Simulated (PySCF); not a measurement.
InF₂, SMILES [F][In+][F], charge +1.

Geometry: r2SCAN-D4/def2-TZVP. The multiplicity is an assumed one; other spin states were not compared. The isomer is the one that the SMILES or the coordinates give; other isomers of the formula were not compared. The def2 effective core potentials stand for the cores of In; spin–orbit coupling is left out.

Level of theory: IEF-PCM-B3LYP/def2-SVP (PySCF 2.14.0).

The values are the electrostatic part of the solvation free energy, E(continuum) − E(gas) at the gas-phase geometry, in a cavity of scaled van der Waals radii (PySCF's table); cavitation and dispersion terms are not included. A continuum can't describe solvent molecules that bind to the metal. In vacuum the orbital gap is 6.67 eV.

```tsv
solvent	ε	ΔG(elec) (kcal/mol)	gap (eV)
water	78.36	-82.7	7.06
acetone	20.49	-79.3	7.04
1-octanol	9.86	-74.4	7.01
```
